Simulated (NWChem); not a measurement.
# C₃H₆OSi; SMILES C#C[Si@@H](C)O

```xyz
11

C      0.1499    -2.5699    -0.1698
C      0.0256    -1.3764     0.0166
Si    -0.0995     0.4225     0.3209
C      1.4440     1.2843    -0.3137
O     -1.4865     0.9252    -0.4612
H      0.2464    -3.6202    -0.3366
H     -0.2212     0.6466     1.7904
H      1.5742     1.1151    -1.3883
H      1.3987     2.3670    -0.1436
H      2.3353     0.9040     0.2000
H     -1.7997     1.8131    -0.2403
```
Atoms are numbered in this order, from 1.

All runs: NWChem. Pople sets run with spherical d functions. All runs use the structure optimised with B3LYP/6-31G* (spherical d). Level: B3LYP/6-31G* with SMD (1 M gas to 1 M solution), gas-phase geometry. Reactions with the solvent are ignored.

For solvent toluene:

- cavity-dispersion-structure term (kcal/mol) = 0.3
- dipole in solution (D) = 1.50

What are these values for solvent water?


- cavity-dispersion-structure term (kcal/mol): 5.7
- dipole in solution (D): 1.77
